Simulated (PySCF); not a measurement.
# Correlation energy of C (carbon, neutral)

[He] 2s2 2p1 3s1, 3s spin antiparallel (an excited configuration). Computed with PySCF 2.14 in aug-cc-pCVTZ-DK, with scalar relativity by spin-free X2C-1e. Frozen: 1s2; 4 electrons correlated.

MP2 pair energies summed by pair of shells (mhartree):

```json
{"pair": "2s-2s", "energy": "-29.41", "share (%)": "49.6"}
{"pair": "2s-2p", "energy": "-22.05", "share (%)": "37.2"}
{"pair": "2s-3s", "energy": "-5.41", "share (%)": "9.1"}
{"pair": "2p-3s", "energy": "-2.40", "share (%)": "4.0"}
```

Total MP2 correlation energy: -59.28 mhartree.

Same-spin part -5.88 and opposite-spin part -53.39 mhartree; SCS-MP2 scales them by 1/3 and 6/5 to -66.03 mhartree.
